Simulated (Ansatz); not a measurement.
Consider the redistribution: `C[SiH2][SiH2]C=N` + `[CH3][SnH]([NH2])[OH]` → `N=C[SiH2][SiH2]N` + `[CH3][SnH]([CH3])[OH]`.

Computed with Ansatz on PBE0-D4/def2-TZVP structures; ΔE is electronic, products minus reactants. CCSD(T)/CBS is the MP2 limit (def2-TZVPP, def2-QZVPP) plus CCSD(T) − MP2 in def2-TZVPP, frozen cores. DFT in def2-TZVPP. B3LYP here is the variant with VWN-RPA as its local correlation; programs differ in this. Elements past krypton have def2 core potentials. For Sn outer-core shells are correlated without core-valence functions, which leaves a few kJ/mol of doubt a bond. One conformer a species, not always the lowest.

| level | ΔE (kcal/mol) | difference from CCSD(T)/CBS |
| --- | --- | --- |
| PBE-D4 | -6.1 | 1.0 |
| r2SCAN-D4 | -6.4 | 0.7 |
| PBE0-D4 | -6.6 | 0.5 |
| B3LYP-D4 | -7.2 | -0.1 |
| ωB97X-V | -6.5 | 0.6 |
| B3LYP | -7.1 | 0.0 |
| MP2/def2-TZVPP | -7.3 | -0.2 |
| HF/CBS(def2) | -7.4 | -0.3 |
| MP2/CBS(def2) | -7.6 | -0.5 |
| CCSD/CBS(def2) | -7.4 | -0.3 |
| CCSD(T)/CBS | -7.1 | 0 |

Largest T1 diagnostic among the species: 0.013.
